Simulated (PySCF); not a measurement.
PySCF input file for BeF2, SMILES [F][Be][F], TDDFT-PBE/def2-TZVPD. Geometry: r2SCAN-D4/def2-TZVP. The isomer is the one that the SMILES or the coordinates give; other isomers of the formula were not compared.

```python
import numpy as np
from pyscf import gto, scf, dft, tdscf

mol = gto.M(
    atom='''
    Be    0.00000000    0.00000000    0.00000000
    F     0.00000000    0.00000000   -1.38175111
    F     0.00000000    0.00000000    1.38175111
    ''',
    basis='def2-TZVPD',
    charge=0,
    spin=0,
    symmetry=True,
    symmetry_subgroup='D2h',
    max_memory=1600,
    verbose=4,
)
mf = dft.RKS(mol, xc='pbe').density_fit(auxbasis='def2-universal-jkfit')
mf.grids.level = 3
mf.conv_tol = 1e-9
mf.max_cycle = 100
mf.kernel()
mf.grids = dft.Grids(mol).set(level=1).build(with_non0tab=True)  # coarser grid for the response kernel
td = tdscf.TDDFT(mf)
td.singlet = True
td.nstates = 10
td.conv_tol = 1e-4
td.positive_eig_threshold = 1e-6
td.kernel(x0=td.get_init_guess(mf, 15))
td.analyze()
tt = tdscf.TDA(mf)
tt.singlet = False
tt.nstates = 4
tt.conv_tol = 1e-4
tt.positive_eig_threshold = 1e-6
tt.kernel(x0=tt.get_init_guess(mf, 9))
tt.analyze(verbose=3)
```

Program output:

```
PySCF version 2.14.0

[INPUT] verbose = 4
[INPUT] num. atoms = 3
[INPUT] num. electrons = 22
[INPUT] charge = 0
[INPUT] spin (= nelec alpha-beta = 2S) = 0
[INPUT] symmetry True subgroup D2h
[INPUT] Mole.unit = angstrom
[INPUT] Symbol           X                Y                Z      unit          X                Y                Z       unit  Magmom
[INPUT]  1 Be     0.000000000000   0.000000000000   0.000000000000 AA    0.000000000000   0.000000000000   0.000000000000 Bohr   0.0
[INPUT]  2 F      0.000000000000   0.000000000000  -1.381751110000 AA    0.000000000000   0.000000000000  -2.611131170214 Bohr   0.0
[INPUT]  3 F      0.000000000000   0.000000000000   1.381751110000 AA    0.000000000000   0.000000000000   2.611131170214 Bohr   0.0

nuclear repulsion = 43.0847753967066
point group symmetry = Dooh, use subgroup D2h
symmetry origin: [0. 0. 0.]
symmetry axis x: [1. 0. 0.]
symmetry axis y: [0. 1. 0.]
symmetry axis z: [0. 0. 1.]
num. orbitals of irrep Ag = 25
num. orbitals of irrep B1g = 5
num. orbitals of irrep B2g = 10
num. orbitals of irrep B3g = 10
num. orbitals of irrep Au = 4
num. orbitals of irrep B1u = 22
num. orbitals of irrep B2u = 13
num. orbitals of irrep B3u = 13
number of shells = 38
number of NR pGTOs = 141
number of NR cGTOs = 102
basis = def2-TZVPD
ecp = {}


[settings echo left out]
init E= -214.477584033197
HOMO (B3g) = -0.488498191537233  LUMO (Ag) = -0.0843306961154795  gap/eV = 10.99796
cycle= 1 E= -214.340207777195  delta_E= 0.137  |g|= 0.884  |ddm|= 2.12
HOMO (B3g) = -0.193340408998296  LUMO (Ag) = -0.0293728539274518  gap/eV = 4.46178
cycle= 2 E= -213.727043479728  delta_E= 0.613  |g|= 2.17  |ddm|= 1.49
HOMO (B3g) = -0.362260881488951  LUMO (Ag) = -0.0506967291909746  gap/eV = 8.47809
cycle= 3 E= -214.463442352349  delta_E= -0.736  |g|= 0.0349  |ddm|= 1.12
HOMO (B2g) = -0.358848512819833  LUMO (Ag) = -0.0538907328721763  gap/eV = 8.29832
cycle= 4 E= -214.463697502027  delta_E= -0.000255  |g|= 0.0197  |ddm|= 0.0669
HOMO (B3g) = -0.358571866831027  LUMO (Ag) = -0.0532055603904311  gap/eV = 8.30944
cycle= 5 E= -214.463758493174  delta_E= -6.1e-05  |g|= 0.0051  |ddm|= 0.0209
HOMO (B3g) = -0.359178554855453  LUMO (Ag) = -0.0533805491515125  gap/eV = 8.32119
cycle= 6 E= -214.463762549086  delta_E= -4.06e-06  |g|= 0.00024  |ddm|= 0.00275
HOMO (B3g) = -0.359212701078184  LUMO (Ag) = -0.0533957252026482  gap/eV = 8.32170
cycle= 7 E= -214.46376255738  delta_E= -8.29e-09  |g|= 2.42e-05  |ddm|= 0.000128
HOMO (B2g) = -0.359213161421562  LUMO (Ag) = -0.0533948030159692  gap/eV = 8.32174
cycle= 8 E= -214.463762557483  delta_E= -1.02e-10  |g|= 1.92e-06  |ddm|= 2.42e-05
HOMO (B3g) = -0.359213723518423  LUMO (Ag) = -0.0533948523155559  gap/eV = 8.32176
Extra cycle  E= -214.46376255748  delta_E= 2.16e-12  |g|= 4.13e-06  |ddm|= 2.53e-06
converged SCF energy = -214.46376255748
tot grids = 15688
Overwritten attributes  positive_eig_threshold  of <class 'pyscf.tdscf.rks.CasidaTDDFT'>


******** <class 'pyscf.tdscf.rks.CasidaTDDFT'> for <class 'pyscf.df.df_jk.DFSymAdaptedRKS'> ********
nstates = 10 singlet
deg_eia_thresh = 1.000e-03
wfnsym = None
conv_tol = 0.0001
eigh lindep = 1e-12
eigh level_shift = 0
eigh max_cycle = 100


Excitation energies (eV)
[ 8.37245944  8.37245944  9.07239563  9.07239563  9.78914431  9.84345777
  9.84346644  9.87107369 10.05226072 10.39012402]

** Singlet excitation energies and oscillator strengths **
Excited State   1:  B3g      8.37246 eV    148.09 nm  f=0.0000
      11 -> 12       -0.70699
Excited State   2:  B2g      8.37246 eV    148.09 nm  f=0.0000
      10 -> 12       -0.70699
Excited State   3:  B3u      9.07240 eV    136.66 nm  f=0.0993
       9 -> 12       -0.70564
Excited State   4:  B2u      9.07240 eV    136.66 nm  f=0.0993
       8 -> 12       -0.70564
Excited State   5:   Au      9.78914 eV    126.65 nm  f=0.0000
      10 -> 13       -0.50000
      11 -> 14        0.50000
Excited State   6:   Au      9.84346 eV    125.96 nm  f=0.0000
      10 -> 13        0.49982
      11 -> 14        0.49982
Excited State   7:  B1u      9.84347 eV    125.96 nm  f=0.0000
      10 -> 14       -0.49982
      11 -> 13        0.49982
Excited State   8:   Ag      9.87107 eV    125.60 nm  f=0.0000
       7 -> 12        0.69467
Excited State   9:  B1u     10.05226 eV    123.34 nm  f=0.0176
       6 -> 12       -0.61980
      10 -> 14        0.23763
      11 -> 13        0.23763
Excited State  10:  B1g     10.39012 eV    119.33 nm  f=0.0000
       8 -> 14       -0.49991
       9 -> 13       -0.49991

** Transition electric dipole moments (AU) **
state          X           Y           Z        Dip. S.      Osc.
  1         0.0000      0.0000      0.0000      0.0000      0.0000
  2         0.0000      0.0000      0.0000      0.0000      0.0000
  3        -0.6684      0.0000     -0.0000      0.4467      0.0993
  4         0.0000     -0.6684      0.0000      0.4467      0.0993
  5         0.0000      0.0000      0.0000      0.0000      0.0000
  6        -0.0000     -0.0000     -0.0000      0.0000      0.0000
  7        -0.0000     -0.0000      0.0000      0.0000      0.0000
  8         0.0000     -0.0000      0.0000      0.0000      0.0000
  9         0.0000     -0.0000     -0.2673      0.0715      0.0176
 10        -0.0000      0.0000      0.0000      0.0000      0.0000

** Transition velocity dipole moments (imaginary part, AU) **
state          X           Y           Z        Dip. S.      Osc.
  1         0.0000     -0.0000      0.0000      0.0000      0.0000
  2        -0.0000      0.0000      0.0000      0.0000      0.0000
  3        -0.2181      0.0000     -0.0000      0.0476      0.0951
  4         0.0000     -0.2181      0.0000      0.0476      0.0951
  5         0.0000      0.0000      0.0000      0.0000      0.0000
  6        -0.0000     -0.0000     -0.0000      0.0000      0.0000
  7        -0.0000     -0.0000      0.0000      0.0000      0.0000
  8         0.0000     -0.0000      0.0000      0.0000      0.0000
  9         0.0000     -0.0000     -0.1029      0.0106      0.0191
 10        -0.0000      0.0000      0.0000      0.0000      0.0000

** Transition magnetic dipole moments (imaginary part, AU) **
state          X           Y           Z
  1         0.5604     -0.0000      0.0000
  2         0.0000     -0.5604     -0.0000
  3        -0.0000      0.0000      0.0000
  4        -0.0000      0.0000      0.0000
  5         0.0000      0.0000      0.0000
  6        -0.0000      0.0000     -0.0000
  7         0.0000      0.0000     -0.0000
  8        -0.0000      0.0000      0.0000
  9         0.0000      0.0000     -0.0000
 10        -0.0000     -0.0000     -0.0000
Overwritten attributes  positive_eig_threshold  of <class 'pyscf.tdscf.rks.TDA'>


******** <class 'pyscf.tdscf.rks.TDA'> for <class 'pyscf.df.df_jk.DFSymAdaptedRKS'> ********
nstates = 4 triplet
deg_eia_thresh = 1.000e-03
wfnsym = None
conv_tol = 0.0001
eigh lindep = 1e-12
eigh level_shift = 0
eigh max_cycle = 100


Excitation energies (eV)
[8.18396074 8.18396074 8.70650451 8.70650451]

** Triplet excitation energies and oscillator strengths **
Excited State   1:  B2g      8.18396 eV    151.50 nm  f=0.0000
Excited State   2:  B3g      8.18396 eV    151.50 nm  f=0.0000
Excited State   3:  B3u      8.70650 eV    142.40 nm  f=0.0000
Excited State   4:  B2u      8.70650 eV    142.40 nm  f=0.0000
```

The calculation finished and met its thresholds.

Cost: about 8 core-seconds (a rough figure).
